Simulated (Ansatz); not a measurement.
Coupled-cluster run, C3H9ClGeO, SMILES `C[CH2][GeH]([Cl])[O]C`.

```yaml
crystal:
  periodic: [false, false, false]
  atoms:
    - {symbol: C, position_ang: [-2.199190, -0.424099, -0.087525]}
    - {symbol: C, position_ang: [-1.195275, -0.749521, 1.009689]}
    - {symbol: Ge, position_ang: [0.640708, -0.584467, 0.415590]}
    - {symbol: Cl, position_ang: [0.974754, -1.907158, -1.270517]}
    - {symbol: O, position_ang: [0.828251, 1.073033, -0.168602]}
    - {symbol: C, position_ang: [2.049548, 1.483909, -0.739400]}
    - {symbol: H, position_ang: [-2.066966, 0.595332, -0.454257]}
    - {symbol: H, position_ang: [-3.222774, -0.519157, 0.282767]}
    - {symbol: H, position_ang: [-2.088327, -1.099463, -0.938370]}
    - {symbol: H, position_ang: [-1.327081, -1.768109, 1.384328]}
    - {symbol: H, position_ang: [-1.307204, -0.076365, 1.864983]}
    - {symbol: H, position_ang: [1.763076, -0.908378, 1.418940]}
    - {symbol: H, position_ang: [2.893798, 1.339731, -0.052797]}
    - {symbol: H, position_ang: [1.971641, 2.549315, -0.966447]}
    - {symbol: H, position_ang: [2.262940, 0.944696, -1.668980]}
basis:
  gaussian: {orbitals: def2-SVP}
correlation: {method: ccsd_t, frozen_orbitals: {C: 1, Cl: 5, Ge: 14, H: 0, O: 1}}
```

```sh
$ ansatz run in.yaml --threads 2 --pin off --events-out ev --progress --plain --backend cuda
```

Output of Ansatz, abridged:

```
Functional definition: HF
1506 factors; integrals over basis functions are off by at most 1.6e-3 eV
mean field evaluation 1: about -74231.3337 eV, gradient 3.8e1 eV
mean field evaluation 2: about -74231.4222 eV, gradient 3.8e1 eV
mean field evaluation 4: about -74234.9804 eV, gradient 4.7e0 eV
mean field evaluation 8: about -74235.0393 eV, gradient 2.1e-4 eV
mean field -74235.03927041 eV, -2728.0873748706 hartree, gradient 9.3e-7 eV, S^2 0.000000; 0 other end points of the search recorded, 0 dependent functions left out
23 core orbitals not correlated: weight in the atoms' cores, before any rotation towards them, 0.993 or more for the frozen orbitals, at most 0.006 for the correlated occupied ones
reference -74235.03927041 eV, -2728.0873748706 hartree; 19, 19 occupied and 109, 109 virtual orbitals, 1506 factors
second order -22.97452152 eV of doubles, -0.00000000 eV of singles
cycle   1  -24.14859952 eV  change    -1.2e0 eV  update   1.0e-1
cycle   2  -24.73500938 eV  change   -5.9e-1 eV  update   3.0e-2
cycle   3  -24.86907473 eV  change   -1.3e-1 eV  update   1.5e-2
cycle   4  -24.86876982 eV  change    3.0e-4 eV  update   3.3e-3
cycle   5  -24.86831489 eV  change    4.5e-4 eV  update   1.4e-3
cycle   6  -24.86854328 eV  change   -2.3e-4 eV  update   4.4e-4
cycle   7  -24.86838348 eV  change    1.6e-4 eV  update   1.8e-4
cycle   8  -24.86836247 eV  change    2.1e-5 eV  update   5.2e-5
cycle   9  -24.86836588 eV  change   -3.4e-6 eV  update   1.7e-5
perturbative correction -0.65856651 eV, -0.0242018727 hartree
Total energy: -74260.56620279 eV, -2729.0254723330 hartree
```

Run time 2.7 s (2 threads of an AMD EPYC 7R13 on a shared host and a share of an NVIDIA H100 80 GB); peak host memory 0.78 GiB.

Correlation energy per correlated electron: -0.672 eV. T1 diagnostic: 0.0101.
